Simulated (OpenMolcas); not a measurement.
# Ionisation energies of thulium

```json
{
  "Program": "OpenMolcas",
  "Basis": "ANO-RCC-VQZP [9s8p6d4f3g2h]",
  "Scalar Hamiltonian": "DKH2, point nucleus",
  "Spin-orbit coupling": "state interaction with AMFI integrals over the reference wave functions, term energies averaged over their components"
}
```

Active shells in each charge state: the valence f shell, with orbitals averaged over the low states. Where CASPT2's correlated closed shells are named, they are those of the first ion.

A. CASSCF
B. SS-CASPT2, IPEA 0.25 Eh, imaginary shift 0.1 Eh (closed shells correlated: 5s 5p)
C. SS-CASPT2, IPEA 0.25 Eh, imaginary shift 0.1 Eh (closed shells correlated: 4d 5s 5p)
D. SS-CASPT2, IPEA 0 Eh, imaginary shift 0.1 Eh (closed shells correlated: 5s 5p)

Energies in eV between the lowest computed levels, named as in B; reference values from the NIST Atomic Spectra Database with their kind.

```csv
From,To,A,B,C,D,Spin-orbit share in B,Reference
Tm2+ 4f13 2F* 7/2,Tm3+ 4f12 3H6,18.885,24.802,24.944,24.725,-0.363,23.660 (semi-empirical)
Tm3+ 4f12 3H6,Tm4+ 4f11 4I* 15/2,38.279,43.082,43.183,43.067,-0.226,42.410 (semi-empirical)
```

The lowest level within the active space need not be the ion's true ground level.

* marks odd parity.
